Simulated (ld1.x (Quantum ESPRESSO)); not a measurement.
**Reading a pseudo-wave (Pd)**

Columns: radius, all-electron u(r) and pseudo u(r) of the 4p shell (level -51.20 eV) of palladium in the configuration [Ar] 3d10 4s2 4p6 4d10 5s0 5p0; PBE, scalar-relativistic, RRKJ scheme, ld1.x (Quantum ESPRESSO) 7.5.

| r (bohr) | all-electron | pseudo |
| --- | --- | --- |
| 0.110 | 0.2432 | 0.0362 |
| 0.220 | -0.4877 | 0.1406 |
| 0.330 | -0.5287 | 0.3004 |
| 0.440 | -0.0840 | 0.4948 |
| 0.550 | 0.4269 | 0.6969 |
| 0.660 | 0.8119 | 0.8775 |
| 0.770 | 1.0326 | 1.0105 |
| 0.880 | 1.1138 | 1.0787 |
| 0.990 | 1.0972 | 1.0780 |
| 1.100 | 1.0224 | 1.0185 |
| 1.210 | 0.9182 | 0.9198 |
| 1.320 | 0.8041 | 0.8049 |
| 1.430 | 0.6917 | 0.6917 |
| 1.540 | 0.5874 | 0.5874 |
| 1.650 | 0.4941 | 0.4941 |
| 1.760 | 0.4126 | 0.4126 |
| 1.870 | 0.3426 | 0.3426 |
| 1.980 | 0.2833 | 0.2833 |
| 2.090 | 0.2335 | 0.2335 |
| 2.200 | 0.1919 | 0.1919 |
| 2.310 | 0.1573 | 0.1573 |
| 2.420 | 0.1287 | 0.1287 |
| 2.530 | 0.1053 | 0.1053 |
| 2.640 | 0.0859 | 0.0859 |
| 2.750 | 0.0700 | 0.0700 |
| 2.860 | 0.0571 | 0.0571 |

(1) How many radial nodes do the two functions have?

(2) At about which radius was the pseudo-wave matched?

(3) Is the pseudo-wave norm-conserving?

Answers

(1) The all-electron 4p function has n − l − 1 = 2; the pseudo-wave has 0, since the states of the same l below it are removed with the core.

(2) 1.45 bohr, where the columns begin to agree (steps of 0.11 bohr).

(3) Yes: the RRKJ scheme keeps the norm inside the radius equal to the all-electron one, which fixes the energy derivative of the logarithmic derivative at the level.
